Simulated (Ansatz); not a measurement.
WO2Br2 (WBr₂O₂). Total charge 0; singlet. Geometry B3LYP-D4/def2-SVP.

```xyz
5

W    -0.0264    0.0745   -0.0943
O    -0.1523    1.7735   -0.0472
O    -0.3415   -0.3959   -1.7017
Br   -1.7212   -0.8838    1.3559
Br    2.2415   -0.5682    0.4873
```

In the def2 sets W takes a core potential; there is no spin–orbit coupling. LC-ωPBE has ω = 0.4 bohr⁻¹. B3LYP takes the VWN-RPA correlation.

**Question.** Estimate the orbital energies around the gap (eV) in Ansatz with PBE-D4/def2-TZVPD, B3LYP-D4/def2-TZVP, PBE0-D4/def2-SVP, PBE0-D4/def2-TZVP, LC-ωPBE/def2-TZVP.

**Answer.** 
```json
{"orbital": "HOMO−5", "PBE-D4/def2-TZVPD": "-9.14", "B3LYP-D4/def2-TZVP": "-10.25", "PBE0-D4/def2-SVP": "-10.52", "PBE0-D4/def2-TZVP": "-10.53", "LC-ωPBE/def2-TZVP": "-13.30"}
{"orbital": "HOMO−4", "PBE-D4/def2-TZVPD": "-8.57", "B3LYP-D4/def2-TZVP": "-9.67", "PBE0-D4/def2-SVP": "-9.94", "PBE0-D4/def2-TZVP": "-9.95", "LC-ωPBE/def2-TZVP": "-12.84"}
{"orbital": "HOMO−3", "PBE-D4/def2-TZVPD": "-8.44", "B3LYP-D4/def2-TZVP": "-9.66", "PBE0-D4/def2-SVP": "-9.92", "PBE0-D4/def2-TZVP": "-9.95", "LC-ωPBE/def2-TZVP": "-12.73"}
{"orbital": "HOMO−2", "PBE-D4/def2-TZVPD": "-8.13", "B3LYP-D4/def2-TZVP": "-9.21", "PBE0-D4/def2-SVP": "-9.53", "PBE0-D4/def2-TZVP": "-9.49", "LC-ωPBE/def2-TZVP": "-12.23"}
{"orbital": "HOMO−1", "PBE-D4/def2-TZVPD": "-8.11", "B3LYP-D4/def2-TZVP": "-9.15", "PBE0-D4/def2-SVP": "-9.43", "PBE0-D4/def2-TZVP": "-9.42", "LC-ωPBE/def2-TZVP": "-12.11"}
{"orbital": "HOMO", "PBE-D4/def2-TZVPD": "-8.02", "B3LYP-D4/def2-TZVP": "-9.13", "PBE0-D4/def2-SVP": "-9.40", "PBE0-D4/def2-TZVP": "-9.39", "LC-ωPBE/def2-TZVP": "-12.02"}
{"orbital": "LUMO", "PBE-D4/def2-TZVPD": "-4.19", "B3LYP-D4/def2-TZVP": "-3.74", "PBE0-D4/def2-SVP": "-3.53", "PBE0-D4/def2-TZVP": "-3.55", "LC-ωPBE/def2-TZVP": "-1.52"}
{"orbital": "LUMO+1", "PBE-D4/def2-TZVPD": "-3.41", "B3LYP-D4/def2-TZVP": "-2.82", "PBE0-D4/def2-SVP": "-2.68", "PBE0-D4/def2-TZVP": "-2.62", "LC-ωPBE/def2-TZVP": "-0.41"}
{"orbital": "LUMO+2", "PBE-D4/def2-TZVPD": "-3.09", "B3LYP-D4/def2-TZVP": "-2.54", "PBE0-D4/def2-SVP": "-2.41", "PBE0-D4/def2-TZVP": "-2.32", "LC-ωPBE/def2-TZVP": "-0.18"}
{"orbital": "LUMO+3", "PBE-D4/def2-TZVPD": "-1.90", "B3LYP-D4/def2-TZVP": "-1.29", "PBE0-D4/def2-SVP": "-1.12", "PBE0-D4/def2-TZVP": "-1.06", "LC-ωPBE/def2-TZVP": "1.10"}
{"orbital": "LUMO+4", "PBE-D4/def2-TZVPD": "-1.55", "B3LYP-D4/def2-TZVP": "-1.04", "PBE0-D4/def2-SVP": "-0.46", "PBE0-D4/def2-TZVP": "-0.81", "LC-ωPBE/def2-TZVP": "1.23"}
{"orbital": "LUMO+5", "PBE-D4/def2-TZVPD": "-0.99", "B3LYP-D4/def2-TZVP": "-0.37", "PBE0-D4/def2-SVP": "-0.04", "PBE0-D4/def2-TZVP": "-0.08", "LC-ωPBE/def2-TZVP": "1.85"}
```
